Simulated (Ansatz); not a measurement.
```yaml
crystal:
  periodic: [false, false, false]
  atoms:
    - {symbol: C, position_ang: [-1.647861, 1.263236, -0.004220]}
    - {symbol: Sn, position_ang: [0.195070, 0.209029, -0.192655]}
    - {symbol: C, position_ang: [1.300671, 0.024506, 1.620333]}
    - {symbol: C, position_ang: [0.079310, -1.579455, -1.346447]}
    - {symbol: F, position_ang: [1.289811, 1.388074, -1.280733]}
    - {symbol: H, position_ang: [-2.359587, 0.688173, 0.590204]}
    - {symbol: H, position_ang: [-1.472201, 2.222857, 0.482163]}
    - {symbol: H, position_ang: [-2.070926, 1.438451, -0.993485]}
    - {symbol: H, position_ang: [1.431464, 1.008841, 2.070110]}
    - {symbol: H, position_ang: [0.775742, -0.621827, 2.325529]}
    - {symbol: H, position_ang: [2.281049, -0.402620, 1.408830]}
    - {symbol: H, position_ang: [-0.511858, -2.334275, -0.825519]}
    - {symbol: H, position_ang: [1.082883, -1.969471, -1.516913]}
    - {symbol: H, position_ang: [-0.386567, -1.364718, -2.308295]}
basis:
  gaussian: {orbitals: STO-3G, final_grid: {core_spheres: 5, valence_spheres: 4, degree: 11}, nuclear_model: gaussian}
magnetization: {spin_polarized: true, initial_magnetization: 4}
hamiltonian: {xc: {name: PBE0}, dispersion: d3bjatm}
```

```sh
$ ansatz run in.yaml --threads 4 --pin off --events-out ev --progress --plain --max-ram 11315MiB
```

It prints (some lines left out):

```
Functional definition: PBE0
770 factors; integrals over basis functions are off by at most 2.7e-5 eV
mean field evaluation 1: about -168191.3322 eV, gradient 8.7e0 eV
mean field evaluation 2: about -168188.0247 eV, gradient 1.7e1 eV
mean field evaluation 4: about -168191.4908 eV, gradient 7.7e0 eV
mean field evaluation 8: about -168191.9860 eV, gradient 2.8e-1 eV
mean field evaluation 16: about -168192.0368 eV, gradient 1.2e0 eV
mean field evaluation 32: about -168192.0583 eV, gradient 8.6e-6 eV
mean field -168192.05834433 eV, -6180.9441394824 hartree, gradient 6.9e-6 eV, S^2 6.006809; 6 other end points of the search recorded, 0 dependent functions left out
reference -168192.05839684 eV, -6180.9441414119 hartree; 45, 41 occupied and 11, 15 virtual orbitals, 770 factors
Total energy: -168192.30143524 eV, -6180.9530729087 hartree
```

In this input the spin is set far too high for this molecule. The run converged. The result belongs to that input, not to the molecule as meant.
